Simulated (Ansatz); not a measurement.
Relaxation of F₄H₃PTi (9 atoms, charge 0, multiplicity 1), to a largest force component of 0.03 eV/Å in at most 50 steps.

Method: Ansatz 0.2.0, RKS B3LYP-D4/def2-SVP.

```xyz
9
Properties=species:S:1:pos:R:3:forces:R:3
Ti 0.224 -0.076 -0.046 0.17 0.03 1.15
F 0.408 -0.020 1.733 0.13 -0.07 -1.23
F 1.788 0.091 -0.764 0.00 0.00 -0.01
F -0.769 1.230 -0.607 0.05 0.00 -0.02
F -0.445 -1.590 -0.564 0.03 0.02 0.02
P -3.073 0.255 1.417 -0.19 -0.02 0.01
H -2.836 -0.582 0.282 -0.04 0.00 0.00
H -3.401 -0.857 2.258 0.02 0.02 -0.02
H -1.703 0.238 1.811 -0.16 0.03 0.11
```

Problem. Where does it end, and by what steps?

Solution. It converged. After 8 steps the energy has fallen by 0.102 eV; H9 moved furthest, 0.39 Å.

| step | energy less start (eV) | largest force component (eV/Å) | accepted |
| --- | --- | --- | --- |
| 0 | 0.0000 | 1.231 | yes |
| 1 | -0.0810 | 0.697 | yes |
| 2 | -0.0945 | 0.126 | yes |
| 3 | -0.0971 | 0.146 | yes |
| 4 | -0.0994 | 0.110 | yes |
| 5 | -0.1002 | 0.071 | yes |
| 6 | -0.1011 | 0.042 | yes |
| 7 | -0.1014 | 0.070 | yes |
| 8 | -0.1015 | 0.027 | yes |

```xyz
9
Properties=species:S:1:pos:R:3
Ti 0.370 -0.074 -0.113
F 0.657 -0.084 1.599
F 1.880 0.109 -0.944
F -0.671 1.254 -0.521
F -0.368 -1.570 -0.599
P -3.255 0.221 1.372
H -2.741 -0.722 0.426
H -3.683 -0.810 2.267
H -1.995 0.364 2.033
```

Whether the end is a true minimum wasn't checked by a vibrational analysis.

The run took 22 s on 4 threads of Arm Neoverse V2 (shared host), peak memory 0.33 GiB.
